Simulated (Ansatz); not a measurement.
CH$_{4}$N$_{2}$S, triplet, at a GFN2-xTB geometry (a higher spin typed on purpose: for a closed-shell molecule this is an excited state). Base run: CCSD/6-311G** run with Ansatz (a first-principles code).

Ansatz was given this input:
Ansatz 0.2 input:
```yaml
crystal:
  periodic: [false, false, false]
  atoms:
    - {symbol: N, position_ang: [0.93033464, -1.20982053, -0.35458582]}
    - {symbol: C, position_ang: [0.05236600, -0.37818822, 0.34583394]}
    - {symbol: N, position_ang: [-1.23947317, -0.86953569, 0.47788102]}
    - {symbol: S, position_ang: [0.17134590, 1.34939984, -0.18509651]}
    - {symbol: H, position_ang: [0.71594256, -2.19349212, -0.28478212]}
    - {symbol: H, position_ang: [1.90507197, -0.99730319, -0.20334094]}
    - {symbol: H, position_ang: [-1.61900652, -1.39408366, -0.30843586]}
    - {symbol: H, position_ang: [-1.89376878, -0.18089557, 0.82003297]}
basis:
  gaussian:
    orbitals: 6-311G__.json
magnetization: {spin_polarized: true, initial_magnetization: 2}
correlation: {method: ccsd}
```
The basis file holds 6-311G** in the JSON format of the Basis Set Exchange.

Each row names what was changed in the base input (with any setting that the change needs).

```tsv
change	ΔE vs base (mEh)	MP2 correlation (Eh)	CC correlation without the perturbative part (Eh)	basis functions	core-seconds (rough)	outcome
base	0.000	-0.59051	-0.63130	105	100	converged
method = bccd	1.245	-0.59051	-0.63005	105	100	converged
diis_vectors = 4	0.000	-0.59051	-0.63130	105	100	converged
reference functional = pbe0	6.428	-	-0.65451	105	30	converged
method = mp2	40.784	-0.59051	-	105	5	converged
method = rpa	-50.641	-	-	105	5	converged
method = bccd_t	-22.319	-0.59051	-0.63005	105	200	converged
electrons = all	-	-	-	-	-	cut at the time limit
diis_vectors = 2	0.000	-0.59051	-0.63130	105	80	converged
```
